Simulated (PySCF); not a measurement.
# How the method changes the shape and vibrations of CGe2H4

All numbers below are calculated, not measured. They come from PySCF 2.14.0, an open-source quantum chemistry program, on an isolated molecule that a program drew, which may never have been made. The molecule is CGe2H4 (charge 0, singlet), drawn as the SMILES string `[GeH][CH]=[GeH2]`.

The geometry was optimised and harmonic frequencies were computed with HF and MP2, all in the cc-pVDZ basis, for the commonest isotopes, with a restricted reference for singlets and an unrestricted one otherwise, and a frozen core in MP2. Germanium has the cc-pVDZ-PP basis, with a core potential (ECP10MDF) in place of its 10 inner electrons, and its 3s, 3p and 3d shells are frozen in MP2. Each result is a local minimum of its method.

Geometry at the HF minimum:
```xyz
7
CGe2H4, angstrom
Ge    2.2860   -2.0212    1.3904
C     0.9354   -0.6926    0.9884
Ge    0.0438   -0.6269   -0.5524
H     2.1696   -2.7801   -0.0076
H     0.6933    0.0660    1.7285
H    -1.0246    0.4110   -0.8982
H     0.2725   -1.6175   -1.6797
```

Lengths of the bonds as drawn, in Å (atoms numbered as above):
| bond | HF | MP2 |
|---|---|---|
| Ge1-C2 | 1.937 | 1.956 |
| C2-Ge3 | 1.781 | 1.813 |
| Ge1-H4 | 1.595 | 1.602 |
| C2-H5 | 1.087 | 1.101 |
| Ge3-H6 | 1.529 | 1.540 |
| Ge3-H7 | 1.518 | 1.527 |

Rotational constants, in GHz:
```
constant     HF    MP2
       A  28.98  27.27
       B  1.231  1.228
       C  1.181  1.175
```

Harmonic frequencies in cm^-1, each column in rising order, so a row needn't be the same motion in every method:
| rank | HF | MP2 |
|---|---|---|
| 1 | 162 | 100 |
| 2 | 165 | 154 |
| 3 | 429 | 420 |
| 4 | 490 | 464 |
| 5 | 584 | 520 |
| 6 | 628 | 582 |
| 7 | 858 | 796 |
| 8 | 865 | 809 |
| 9 | 920 | 852 |
| 10 | 956 | 894 |
| 11 | 1189 | 1077 |
| 12 | 1940 | 1911 |
| 13 | 2235 | ? |
| 14 | 2295 | 2235 |
| 15 | 3311 | 3188 |

**Estimate the missing MP2 frequency from the HF column.**

A single factor s that minimises the squared misfit of MP2 against s times HF over the other rows is sum(HF x MP2) / sum(HF^2) = 0.9593, with an rms misfit of 33 cm^-1. For rank 13 it gives 0.9593 x 2235 = 2144 cm^-1. The calculation gives 2161 cm^-1, 17 cm^-1 above the estimate. The drawn bonds are on average 1.0 % longer in MP2 than in HF.
